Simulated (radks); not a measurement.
Results of a calculation; reference values are marked as such.
Spherical jellium clusters: N electrons in a uniform positive sphere of charge N and radius rs N^(1/3), rs = 2.32 bohr. Level of theory: non-relativistic Kohn-Sham, LDA (Slater exchange, Perdew-Wang correlation), spin-polarised, spherical densities (a radial shooting solver with Libxc functionals). Levels are named by radial order and angular momentum (1s, 1p, 1d, 2s, ...), and open shells are averaged over m.

N = 2, configuration 1s2. This is the lowest configuration that the search found. Occupied and some empty levels:

level  occupation  eigenvalue (eV)  <r> (bohr)
1s              2          -4.8005       2.821
1p              0         -0.82050       5.244
2s              0        -0.069153       11.73

Energy (eV): total -2.00744, kinetic 6.5410, external -39.108, Hartree 17.559, exchange-correlation -9.3422, background 22.342. Static polarisability (adiabatic kernel): 58.01 bohr^3, against R^3 = 24.97 for a classical metal sphere.

Electron density:

r (bohr)  n(r) (e/bohr^3)
0.438             0.02561
0.909             0.02287
1.38              0.01881
1.85              0.01419
2.32             0.009810
2.79             0.006241
3.26             0.003722
3.73             0.002129
4.20             0.001185
4.67            0.0006484
5.14            0.0003500
5.61            0.0001875
6.08           0.00009967
